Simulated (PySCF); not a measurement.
Species: CH₆OSe₂Si.
SMILES with atom numbers: `[CH3:1][O:2][SiH:3]([SeH:4])[SeH:5]` (hydrogens: H6, H7, H8 on C1; H9 on Si3; H10 on Se4; H11 on Se5)

Level of theory: PySCF, PBE0-D3(BJ)/def2-SVP geometry optimisation, gas phase.

Give the optimised bond lengths and angles.

```json
{"bond": "C1–O2", "length (Å)": "1.403"}
{"bond": "O2–Si3", "length (Å)": "1.653"}
{"bond": "Si3–Se4", "length (Å)": "2.283"}
{"bond": "Si3–Se5", "length (Å)": "2.263"}
{"bond": "C1–H6, C1–H7, C1–H8", "length (Å)": "1.103"}
{"bond": "Si3–H9", "length (Å)": "1.493"}
{"bond": "Se4–H10, Se5–H11", "length (Å)": "1.472"}
```

Bonds in one row agree within 0.01 Å and their mean is given. A selection of angles:
```json
{"angle": "O2–C1–H6", "degrees": "111.8"}
{"angle": "O2–C1–H8", "degrees": "108.5"}
{"angle": "H6–C1–H7", "degrees": "108.4"}
{"angle": "C1–O2–Si3", "degrees": "125.2"}
{"angle": "O2–Si3–Se4", "degrees": "113.3"}
{"angle": "O2–Si3–Se5", "degrees": "102.1"}
{"angle": "O2–Si3–H9", "degrees": "110.8"}
{"angle": "Se4–Si3–Se5", "degrees": "109.0"}
{"angle": "Se4–Si3–H9", "degrees": "107.3"}
{"angle": "Se5–Si3–H9", "degrees": "114.4"}
{"angle": "Si3–Se4–H10", "degrees": "92.8"}
{"angle": "Si3–Se5–H11", "degrees": "91.6"}
```

Dihedral angles: C1–O2–Si3–Se4 -55° (synclinal); H10–Se4–Si3–O2 98° (anticlinal); H11–Se5–Si3–O2 178° (antiperiplanar). The mirror-image conformer, all signs reversed, is as good.

O2 (silyl ether oxygen) is bent (angle 125.2°). Se4 (selenium bonded to Si and H) is bent (angle 92.8°). Si3 (oxygen-bound silicon) is distorted tetrahedral (angles from 102.1° to 114.4°).

Point group: C1 (no symmetry element, even within 0.4 Å). Stationary, but not proved a minimum. One conformer, not necessarily the lowest (C1–O2–Si3–Se4 -55°, O2–Si3–Se4–H 98°, O2–Si3–Se5–H 178°).
